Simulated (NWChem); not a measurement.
System: CH5B; SMILES BC

```xyz
7

B     -0.0009    -0.8757    -0.0186
H      1.0281    -1.4899     0.0118
H     -1.0258    -1.4965     0.0123
C     -0.0015     0.6849    -0.0161
H      0.0389     0.9640     1.0545
H     -0.9101     1.1486    -0.4148
H      0.8822     1.1429    -0.4743
```
Atoms are numbered in this order, from 1.

All runs: NWChem. Pople sets run with spherical d functions. All runs use the structure optimised with B3LYP/6-31G* (spherical d).

For level TPSS/6-31G*:

```yaml
highest occupied level (eV): -7.72
orbital gap (eV): 6.02
```

Question: Estimate the same quantities for level B3LYP/6-31G*.

Answer: 
- highest occupied level (eV) = -8.65
- orbital gap (eV) = 7.60
